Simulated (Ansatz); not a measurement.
Reaction (cleavage of the In–B bond): `C[B](Cl)[InH2]` + `[SiH3]N[SiH3]` → `[SiH3][N]([SiH3])[InH2]` + `CBCl`

Calculated with Ansatz (gas phase, PBE0-D4/def2-TZVP geometries, no zero-point term in ΔE). CBS: MP2 limit from def2 TZ/QZ plus the TZ coupled-cluster correction, frozen cores. This one scheme is used for every species. DFT in def2-TZVPP. HSE06 is defined as in plane-wave codes. Elements past krypton have def2 core potentials. For In outer-core shells are correlated without core-valence functions, which leaves a few kJ/mol of doubt a bond.

(1) Is it downhill or uphill in electronic energy at CCSD(T)/CBS, and by how much? (Best estimate.)

(2) What do these levels give: BLYP-D4, CAM-B3LYP-D4, B2PLYP, PBE, revPBE, BLYP, r2SCAN, r2SCAN0, HSE06, CAM-B3LYP, CCSD(T)/def2-SVP, CCSD/def2-TZVPP? (An estimate is asked.)

Largest T1 diagnostic among the species: 0.015.

Answers

(1) Computed: Downhill: ΔE = -63.0 kJ/mol.

(2) Computed: BLYP-D4 -54.6, CAM-B3LYP-D4 -54.5, B2PLYP -56.4, PBE -43.4, revPBE -40.7, BLYP -46.9, r2SCAN -53.5, r2SCAN0 -51.5, HSE06 -44.5, CAM-B3LYP -50.7, CCSD(T)/def2-SVP -65.5, CCSD/def2-TZVPP -57.0 kJ/mol.

In def2-TZVPP, CCSD(T) changes the Hartree–Fock value by −5.7 kJ/mol (the triples alone add −2.8 kJ/mol) and MP2 by −10.6 kJ/mol. Leaving LDA and LC-ωPBE aside and taking each functional with its dispersion term where it has one, the values, not all of them listed here, spread over 10.3 kJ/mol, from BHLYP-D4 to PBE-D4.
